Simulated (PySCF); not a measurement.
Species: `C#CCP(CC)C(=O)OC`. The columns A, B, C and D hold Mulliken, IAO, Hirshfeld and ESP-fitted charges (e) of one PBE0/pcSseg-1 density (PySCF), in a shuffled order. Coordinates in Å (GFN2-xTB); the density's dipole moment is (0.77, -2.04, -0.83) D.

| atom | x | y | z | A | B | C | D |
| --- | --- | --- | --- | --- | --- | --- | --- |
| C1 | -3.708 | 1.145 | 0.406 | -0.120 | -0.261 | -0.373 | -0.372 |
| C2 | -2.542 | 1.344 | 0.589 | -0.037 | -0.025 | +0.164 | -0.177 |
| C3 | -1.132 | 1.555 | 0.794 | -0.101 | -0.457 | -0.346 | +0.417 |
| P4 | -0.138 | 1.099 | -0.728 | +0.155 | +0.480 | +0.408 | -0.446 |
| C5 | -0.754 | -0.626 | -1.077 | -0.109 | -0.427 | -0.471 | +0.147 |
| C6 | -0.875 | -1.557 | 0.122 | -0.122 | -0.417 | -0.279 | -0.425 |
| C7 | 1.402 | 0.618 | 0.180 | +0.157 | +0.334 | +0.287 | +0.749 |
| O8 | 1.679 | 0.897 | 1.316 | -0.245 | -0.459 | -0.402 | -0.528 |
| O9 | 2.192 | -0.038 | -0.666 | -0.093 | -0.336 | -0.467 | -0.256 |
| C10 | 3.471 | -0.439 | -0.185 | -0.032 | -0.220 | -0.042 | -0.291 |
| H11 | -4.734 | 0.982 | 0.261 | +0.090 | +0.201 | +0.039 | +0.287 |
| H12 | -0.769 | 0.980 | 1.651 | +0.050 | +0.181 | +0.195 | -0.042 |
| H13 | -0.942 | 2.617 | 0.987 | +0.059 | +0.186 | +0.193 | +0.026 |
| H14 | -1.729 | -0.503 | -1.558 | +0.039 | +0.157 | +0.166 | +0.087 |
| H15 | -0.066 | -1.040 | -1.819 | +0.039 | +0.158 | +0.164 | +0.023 |
| H16 | 0.070 | -1.639 | 0.657 | +0.032 | +0.135 | +0.125 | +0.134 |
| H17 | -1.638 | -1.205 | 0.812 | +0.035 | +0.148 | +0.139 | +0.129 |
| H18 | -1.161 | -2.552 | -0.216 | +0.044 | +0.147 | +0.123 | +0.090 |
| H19 | 4.140 | 0.422 | -0.148 | +0.053 | +0.154 | +0.123 | +0.147 |
| H20 | 3.380 | -0.863 | 0.817 | +0.048 | +0.156 | +0.124 | +0.138 |
| H21 | 3.846 | -1.181 | -0.885 | +0.058 | +0.165 | +0.130 | +0.162 |

Task: Which column most likely holds the ESP-fitted charges?

Result: D. Σ q r misses the density's dipole by 0.03 D (D), 1.83 D (A), 2.41 D (B), 3.01 D (C). Charges fitted to the outside potential are the only set here that is tied to the molecule's multipoles.

Task: And the Hirshfeld charges?

Result: A. The mean sizes are 0.082 e (A), 0.227 e (C), 0.242 e (D), 0.248 e (B), and Hirshfeld charges are commonly the smallest of these schemes.

As computed, A = Hirshfeld, B = IAO, C = Mulliken, D = ESP-fitted. Hydrogens on carbon: Hirshfeld +0.03 to +0.09, IAO +0.14 to +0.20, Mulliken +0.04 to +0.19, ESP-fitted -0.04 to +0.29 e.

The Hirshfeld scheme weights the molecular density at each point by an atom's share of the summed free-atom densities. The Mulliken scheme gives each basis function's population to the atom it is centred on and halves the overlap population of two atoms between them.

Geometry: GFN2-xTB, one conformer, isolated molecule.

Shape of the structure used: `[CH:1]#[C:2][CH2:3][P:4]([CH2:5][CH3:6])[C:7](=[O:8])[O:9][CH3:10]`: C2–C3–P4–C5 -52°, C3–P4–C5–C6 -45°, C3–P4–C7–O8 -17°, P4–C7–O9–C10 177°.
